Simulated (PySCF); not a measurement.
# Working with the constants of KN

ROHF-CCSD(T) constants of KN, ³Σ⁻ (triplet), unpaired electrons π ↑↑ (PySCF, spin-free X2C with a Gaussian nucleus, basis sets K x2c-SVPall, N x2c-SVPall; masses 38.9637 and 14.0031 u):

| Property | Result |
| --- | --- |
| ωe | 149.8 cm⁻¹ |
| ωexe | 0.918 cm⁻¹ |
| Be | 0.20321 cm⁻¹ |
| αe | 0.00499 cm⁻¹ |
| De to K + N | 0.112 eV |

Task: What force constant and bond length do these constants imply?

Result: Reduced mass μred = 10.301 u; k = 5.8918×10⁻⁷·μred·ωe² (u, cm⁻¹, mdyn/Å) = 0.136 mdyn/Å; Re = √(16.8576/(μred·Be)) (u, cm⁻¹, Å) = 2.838 Å.

Task: Estimate the centrifugal constant D from the Kratzer relation and find the Dunham coefficient a1.

Result: D = 4Be³/ωe² = 1.5e-06 cm⁻¹; a1 = −1 − αeωe/(6Be²) = -4.02.

Correlated steps freeze 6 core orbitals. The bond is weak. Basis-set superposition, not corrected here, can be much of De in a small basis, most of all at correlated wavefunction levels. The CCSD T1 diagnostic is raised, a sign that a single reference may not be enough here. The state was picked by a PBE0 search and need not be the measured ground state.
